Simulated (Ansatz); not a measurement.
```yaml
crystal:
  periodic: [false, false, false]
  atoms:
    - {symbol: Cl, position_ang: [0.778196, 1.507524, -0.780284]}
    - {symbol: Si, position_ang: [-0.140150, 0.548254, -0.279163]}
    - {symbol: B, position_ang: [-0.097653, 0.004784, 0.712078]}
    - {symbol: C, position_ang: [0.001028, -0.714866, 0.080037]}
    - {symbol: H, position_ang: [-0.826654, 0.483742, -0.938205]}
    - {symbol: H, position_ang: [0.200967, 0.087860, 1.353714]}
    - {symbol: H, position_ang: [0.420570, -1.296625, 0.143148]}
    - {symbol: H, position_ang: [-0.419012, -0.714435, -0.485128]}
basis:
  gaussian: {orbitals: cc-pVDZ}
hamiltonian: {xc: {name: wB97X-V}}
accuracy: high
output: {forces: true}
```

```sh
$ ansatz run in.yaml --threads 2 --pin off --events-out ev --progress --plain --max-ram 4352MiB
```

Shortened log:

```
Functional definition: wB97X-V
1876 factors; integrals over basis functions are off by at most 3.8e-9 eV
308 factors; integrals over basis functions are off by at most 1.6e-9 eV
mean field evaluation 1: about -22084.7827 eV, gradient 8.4e1 eV
mean field evaluation 2: about -22091.6405 eV, gradient 6.3e1 eV
mean field evaluation 4: about -22099.9907 eV, gradient 1.1e0 eV
mean field evaluation 8: about -22100.2734 eV, gradient 6.7e-2 eV
mean field evaluation 16: about -22100.2735 eV, gradient 3.6e-5 eV
mean field -22100.27346628 eV, -812.1700697824 hartree, gradient 5.2e-8 eV, S^2 0.000000; 0 other end points of the search recorded, 0 dependent functions left out
reference -22100.27346614 eV, -812.1700697774 hartree; 23, 23 occupied and 61, 61 virtual orbitals, 1876 factors
Total energy: -22100.27346614 eV, -812.1700697774 hartree
Atom 0 at     0.778196     1.507524    -0.780284 Å, force    41.806373    42.813645   -22.537966 eV/Å
Atom 1 at    -0.140150     0.548254    -0.279163 Å, force   -21.082110    29.917498   -26.998017 eV/Å
Atom 2 at    -0.097653     0.004784     0.712078 Å, force   -23.316510     9.595052    70.599859 eV/Å
Atom 3 at     0.001028    -0.714866     0.080037 Å, force    12.501975   -45.028604    -2.884558 eV/Å
Atom 4 at    -0.826654     0.483742    -0.938205 Å, force   -27.172121    -1.685727   -25.077530 eV/Å
Atom 5 at     0.200967     0.087860     1.353714 Å, force    19.429169     4.522326    40.815644 eV/Å
Atom 6 at     0.420570    -1.296625     0.143148 Å, force    23.538667   -33.869809     3.339801 eV/Å
Atom 7 at    -0.419012    -0.714435    -0.485128 Å, force   -25.705443    -6.264382   -37.257233 eV/Å
Dipole moment:     0.220232    -0.119551    -0.289303 e Å
```

In this input the geometry is squeezed to about two thirds of its size. The calculation finished and met its thresholds. The result belongs to that input, not to the molecule as meant.
